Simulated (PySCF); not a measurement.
SMILES [CH3][Ge]([CH3])([CH3])[O][SiH2]O[SiH3] (C3H14GeO2Si2) (GFN2-xTB optimised geometry):

```
22

Si    -0.662    -1.600     0.000
O     -1.197    -0.084     0.000
Si    -1.318     1.407     0.638
O     -0.271     1.680     1.821
Ge     1.319     1.329     2.540
C      1.107    -0.398     3.504
C      2.619     1.272     1.035
C      1.599     2.877     3.757
H     -1.153    -2.296     1.193
H      0.808    -1.600     0.000
H     -1.197    -2.167    -1.234
H     -2.636     1.494     1.253
H     -1.047     2.296    -0.487
H      0.296    -0.325     4.223
H      2.020    -0.649     4.037
H      0.879    -1.198     2.806
H      2.636     2.229     0.519
H      2.337     0.503     0.322
H      3.619     1.059     1.402
H      2.545     2.783     4.282
H      0.799     2.930     4.490
H      1.606     3.805     3.193
```

Level of theory: PBE0/def2-SVP run with PySCF.

### Question
What are the frontier orbital energies and the dipole moment?

### Answer
HOMO-2 -8.43 eV, HOMO-1 -8.07 eV, HOMO -7.72 eV, LUMO 0.69 eV, LUMO+1 1.38 eV; dipole moment 2.33 D.

Meta-Löwdin charges at PBE0/def2-SVP: Si1 0.76, O2 -0.82, Si3 1.07, O4 -0.80, Ge5 0.96, C6 -0.52, C7 -0.52, C8 -0.52, H9 -0.13, H10 -0.13, H11 -0.11, H12 -0.14, H13 -0.15, H14 0.12, H15 0.11, H16 0.11, H17 0.12, H18 0.12, H19 0.11, H20 0.11, H21 0.12, H22 0.12.
